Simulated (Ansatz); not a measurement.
Input file for Ansatz (a first-principles code): U-B3LYP/def2-TZVPP on H6SiSn (SMILES [SiH3][SnH3]), a point of a bond scan (R = 3.409 Å). Elements past Kr take the def2 small-core potentials; no spin–orbit coupling.

Ansatz 0.2 input:
```yaml
crystal:
  periodic: [false, false, false]
  atoms:
    - {symbol: Sn, position_ang: [-0.61782741, 0.06128438, -0.01104223]}
    - {symbol: Si, position_ang: [1.94433205, -0.19286485, 0.03475042]}
    - {symbol: H, position_ang: [-1.31526903, -0.97677330, -1.18186460]}
    - {symbol: H, position_ang: [-1.06686420, 1.66906744, -0.39602690]}
    - {symbol: H, position_ang: [-1.29897929, -0.32715219, 1.51210016]}
    - {symbol: H, position_ang: [2.78826468, -3.40465493, 0.80413658]}
    - {symbol: H, position_ang: [2.52737364, 0.71260904, 1.05295175]}
    - {symbol: H, position_ang: [2.51320142, 0.14743305, -1.29082092]}
basis:
  gaussian:
    orbitals: def2-TZVPP
hamiltonian:
  xc: {name: B3LYP}
magnetization: {spin_polarized: true, initial_magnetization: 0}
```

Output:

```
WARN ansatz: RAYON_NUM_THREADS=1 ignored (pool sized by the plan → 1); use --threads N
Functional definition: B3LYP
integrals: 0.08 GiB planned
1077 factors; their error is unknown
mean field: 0.93 GiB planned
mean field evaluation 1: about -13804.0180 eV, gradient 1.1e1 eV
mean field evaluation 2: about -13801.0551 eV, gradient 1.6e1 eV
mean field evaluation 4: about -13804.7903 eV, gradient 1.4e0 eV
mean field evaluation 8: about -13804.8097 eV, gradient 1.1e-1 eV
mean field evaluation 16: about -13804.8767 eV, gradient 2.7e-3 eV
mean field evaluation 32: about -13805.4475 eV, gradient 1.8e0 eV
mean field -13805.53135653 eV, -507.3439196272 hartree, gradient 2.3e-5 eV, S^2 0.864421; 3 other end points of the search recorded, 0 dependent functions left out
reference -13805.53167586 eV, -507.3439313625 hartree; 21, 21 occupied and 155, 155 virtual orbitals, 1077 factors
Total energy: -13805.53167586 eV, -507.3439313625 hartree
```

Self-consistency was reached. Its determinant has ⟨S²⟩ = 0.86, a mixture of spin states.

Cost: around 16 core-seconds (rough).
